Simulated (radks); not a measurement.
Spherical quantum dot in the effective-mass picture: electrons in a hard-walled sphere of radius 3.39, with a point charge +1 (a donor) at the centre, all in effective atomic units (hartree* = m*/eps^2 hartree, bohr* = eps/m* bohr), one dielectric constant everywhere. Method: non-relativistic Kohn-Sham, PBEsol, spin-polarised, spherical densities; computed with a radial shooting solver with Libxc functionals. Levels are named by radial order and angular momentum (1s, 1p, 1d, 2s, ...), and open shells are averaged over m.

N = 28, configuration 1s2 1p6 1d10 2s(up 1, down 0) 1f(up 7, down 2). This is the lowest configuration that the search found. Occupied and some empty levels:

level,occupation,eigenvalue (hartree*),<r> (bohr*)
1s up,1,10.465,2.213
1s down,1,10.537,2.241
1p up,3,10.714,2.375
1p down,3,10.778,2.373
1d up,5,11.107,2.458
1d down,5,11.172,2.455
2s up,1,11.581,1.304
1f up,7,11.639,2.522
1f down,2,11.706,2.520
2s down,0,11.794,1.360
1g up,0,12.303,2.576
1g down,0,12.371,2.574
2p up,0,12.664,1.704
2p down,0,12.762,1.737
2d up,0,13.635,1.908
2d down,0,13.698,1.919

Energy (hartree*): total 168.687, kinetic 46.964, external -12.789, Hartree 149.11, exchange-correlation -14.596.

Electron density:

r (bohr*),n(r) (e/bohr*^3)
0.0982,0.4758
0.351,0.2844
0.604,0.1723
0.857,0.1120
1.11,0.08879
1.36,0.09620
1.62,0.1330
1.87,0.1957
2.12,0.2690
2.38,0.3193
2.63,0.3012
2.88,0.1956
3.13,0.05955
3.39,0.00005443
